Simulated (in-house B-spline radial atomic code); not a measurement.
# PBE0 excitations of O⁶⁺

Method: PBE0. Computed with an all-electron radial atomic-structure program (B-spline basis): linear response of the closed shell 1s2 with the functional's adiabatic kernel; non-relativistic, point nucleus, no spin-orbit coupling, no double excitations, S, P, D and F terms only.

Command:
```bash
python run_td.py task.json out
```
Settings (radii: box in bohr, nucleus in fm):
```
Z                        8
electrons                2
configuration            1s2
hamiltonian              nr
method                   pbe0
box_radius               14.35
intervals                47
```

Run time, properties included: 0.1 s on 1 thread of Intel(R) Xeon(R) Platinum 8488C (Sapphire Rapids), with other jobs on the host.

The lowest states, in the order of their Tamm-Dancoff energies; the method's threshold (minus the highest occupied level) is 703.83 eV. Labels give the largest channel, * marks a mixed state, and oscillator strengths are full-response dipole values. Semilocal kernels can invert the small singlet-triplet splittings of Rydberg terms. Energies in eV:

```csv
state,full response,Tamm-Dancoff,oscillator strength
1s → 2s 3S,547.99,548.02,-
1s → 2s 1S,555.57,555.67,-
1s → 2p 3P,556.40,556.43,-
1s → 2p 1P,561.55,561.58,0.644
1s → 3s 3S,638.90,638.91,-
1s → 3s 1S,640.75,640.78,-
1s → 3p 3P,?,?,-
1s → 3p 1P,642.76,642.76,0.13
1s → 3d 3D,643.57,643.57,-
1s → 3d 1D,643.62,643.62,-
1s → 4s 3S,668.23,668.23,-
1s → 4s 1S,668.96,668.97,-
1s → 4p 3P,669.28,669.28,-
1s → 4p 1P,669.81,669.81,0.0491
1s → 4d 3D,670.08,670.08,-
1s → 4d 1D,?,?,-
```

(1) Where does 1s → 3p 3P lie?

(2) Where does 1s → 4d 1D lie?

(3) How large is the singlet-triplet splitting of 1s → 2s (S terms) in Tamm-Dancoff?

(4) What polarisabilities and dispersion coefficient does the method give?

## Answers

(1) At 641.45 eV in full response, 641.46 eV in Tamm-Dancoff.

(2) At 670.10 eV in full response, 670.10 eV in Tamm-Dancoff.

(3) 7.65 eV, from the unrounded values.

(4) Dipole 0.002701 bohr³, quadrupole 0.0001702 bohr⁵, C6 0.0001332 hartree·bohr⁶ for two such species.
